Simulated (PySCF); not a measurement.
r2SCAN on C⁻ (carbon, charge -1), [He] 2s2 2p3, high-spin 4S determinant. All numbers are calculated (PySCF 2.14, the non-relativistic Hamiltonian (point nucleus), in dyall-av2z).

```
cycle= 1 E= -37.888303680769  delta_E= -0.00386  |g|= 0.0216  |ddm|= 0.152
cycle= 2 E= -37.887512072427  delta_E= 0.000792  |g|= 0.0373  |ddm|= 0.0638
cycle= 3 E= -37.8886926186586  delta_E= -0.00118  |g|= 0.00111  |ddm|= 0.0438
cycle= 4 E= -37.888693794518  delta_E= -1.18e-06  |g|= 0.000387  |ddm|= 0.00252
cycle= 5 E= -37.888693962379  delta_E= -1.68e-07  |g|= 4.17e-05  |ddm|= 0.000795
cycle= 6 E= -37.888693966967  delta_E= -4.59e-09  |g|= 8.66e-06  |ddm|= 0.000238
cycle= 7 E= -37.8886939670484  delta_E= -8.13e-11  |g|= 4.22e-07  |ddm|= 2.17e-05
converged SCF energy = -37.8886939670484  <S^2> = 3.7548059  2S+1 = 4.0024023
```

Highest occupied orbital energy: 1.669 eV; ⟨L²⟩ = 0.00; populations by l: s 4.00, p 3.00, d 0.00.

Task: Can this result be used?

Result: With care. The run converged. At r2SCAN the highest occupied level has a positive energy, so only the finite basis holds that electron; in a semilocal or global hybrid functional this comes from self-interaction and does not mean that the real anion is unbound.
